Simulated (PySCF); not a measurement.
BeH3NSe. Atoms are numbered in the order given.

```xyz
6

Be     0.0063     1.1857     0.0000
N      0.0021     2.6821     0.0000
H     -0.0015     3.2594     0.8247
H     -0.0015     3.2594    -0.8247
Se    -0.0430    -0.8564     0.0000
H      1.4251    -0.9206     0.0000
```
Charge 0, spin multiplicity 1.

Geometry optimised at PBE0-D3(BJ)/def2-TZVP. One conformer was computed; it need not be the lowest.

These are B3LYP/def2-TZVPD in PySCF values and carry that method's errors.

Question: Estimate the frontier levels, gap, dipole moment and polarisability. (Estimate from the structure and the level; the computed values follow.)

Answer: 
```json
{
 "highest_occupied_level": "-6.82 eV",
 "lowest_empty_level": "-0.77 eV",
 "orbital_gap": "6.04 eV",
 "dipole_moment": "0.398 e·Å",
 "quadrupole, principal values (traceless, Buckingham form, about the centre of nuclear charge)": "-1.74, -1.39, 3.12 D·Å",
 "mean_static_polarisability": "56.2 bohr³ (8.33 Å³)",
 "polarisability_principal_values": "49.2, 49.4, 70.1 bohr³"
}
```
